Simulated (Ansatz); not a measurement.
Geometry optimisation, UKS PBE0-D4/STO-3G in Ansatz.

Input:

```yaml
crystal:
  periodic: [false, false, false]
  atoms:
    - { symbol: C, position_ang: [-1.3278, 0.8759, 1.6144] }
    - { symbol: S, position_ang: [0.4144, 0.7191, 1.6312] }
    - { symbol: Si, position_ang: [0.7219, -0.9778, 0.3521] }
    - { symbol: C, position_ang: [1.6509, -0.5789, -1.1534] }
    - { symbol: C, position_ang: [0.307, -0.055, -1.6635] }
    - { symbol: H, position_ang: [-1.7316, 1.1346, 0.5863] }
    - { symbol: H, position_ang: [-1.8447, 0.0287, 1.9954] }
    - { symbol: H, position_ang: [-1.6145, 1.7862, 2.228] }
    - { symbol: H, position_ang: [-0.3884, -1.8983, 0.4415] }
    - { symbol: H, position_ang: [1.9769, -1.4379, -1.6843] }
    - { symbol: H, position_ang: [2.3897, 0.1247, -1.0568] }
    - { symbol: H, position_ang: [-0.0005, 0.9421, -1.3087] }
    - { symbol: H, position_ang: [-0.5329, -0.6982, -1.9674] }
magnetization:
  spin_polarized: true
basis:
  gaussian: { orbitals: STO-3G }
hamiltonian:
  xc: pbe0
  dispersion: d4
relax:
  f_tol: 0.02
  max_steps: 40
```

Command:

```bash
$ ansatz run input.yaml --threads 1 --pin off --max-ram 2048MiB --backend cpu --events-out ev --progress --plain --runs-dir out
```

Where does it end, and by what steps?

It converged. Limits of this set-up: minimal basis. After 12 steps the energy has fallen by 2.322 eV; H12 moved furthest, 0.60 Å.

```tsv
step	energy less start (eV)	largest force component (eV/Å)	accepted
0	0.0000	3.649	yes
1	-1.2150	2.651	yes
2	-1.6725	3.820	yes
3	-2.1253	1.203	yes
4	-2.1369	1.423	yes
5	-2.2506	0.604	yes
6	-2.3102	0.247	yes
7	-2.3160	0.132	yes
8	-2.3213	0.044	yes
9	-2.3161	0.181	no
10	-2.3219	0.048	yes
11	-2.3219	0.049	yes
12	-2.3221	0.011	yes
```

```xyz
13
Properties=species:S:1:pos:R:3
C -1.424 0.972 1.826
S 0.372 0.730 1.690
Si 0.359 -0.698 0.134
C 1.666 -0.637 -1.147
C 0.258 -0.173 -1.622
H -1.866 1.378 0.905
H -1.958 0.046 2.081
H -1.608 1.695 2.632
H -0.192 -1.996 0.449
H 2.041 -1.564 -1.585
H 2.432 0.139 -1.114
H 0.174 0.885 -1.876
H -0.236 -0.812 -2.356
```

Whether the end is a true minimum wasn't checked by a vibrational analysis.

The run took 59 s on 1 thread of Arm Neoverse V1 (shared host), peak memory 0.16 GiB.
